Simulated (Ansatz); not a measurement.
Reaction (ligand exchange at a B–C bond): `[SiH3]B[CH2][InH2]` + `OCO` → `OCOB[SiH3]` + `[CH3][InH2]`

Isolated molecules relaxed with PBE0-D4/def2-TZVP in Ansatz; ΔE leaves out vibrations. CCSD(T)/CBS adds triple-zeta CCSD(T) − MP2 to the extrapolated MP2 energy (def2 sets, frozen cores). This one scheme is used for every species. Elements past krypton have def2 core potentials. For In outer-core shells are correlated without core-valence functions, which leaves a few kJ/mol of doubt a bond. One conformer a species, not always the lowest.

| species | MP2/def2-QZVPP energy (Eh) |
| --- | --- |
| `[SiH3]B[CH2][InH2]` | -546.27709 |
| `OCO` | -190.71736 |
| `OCOB[SiH3]` | -506.35945 |
| `[CH3][InH2]` | -230.65456 |

Task: Work out ΔE.

Result: ΔE = (-506.35945) + (-230.65456) − (-546.27709) − (-190.71736) = -0.01956 Eh = -12.3 kcal/mol. CCSD(T)/CBS gives -12.9 kcal/mol.

Largest T1 diagnostic among the species: 0.014.

In def2-TZVPP, CCSD(T) changes the Hartree–Fock value by +10.3 kcal/mol (the triples alone add +1.6 kcal/mol) and MP2 by +11.9 kcal/mol. The D4 term adds +1.3 kcal/mol with B3LYP and +0.7 kcal/mol with PBE0; it sums over pairs of atoms, weighted by their polarisabilities, and B3LYP, whose exchange is more repulsive, gets the larger term.

B3LYP here is the variant with VWN-RPA as its local correlation; programs differ in this.
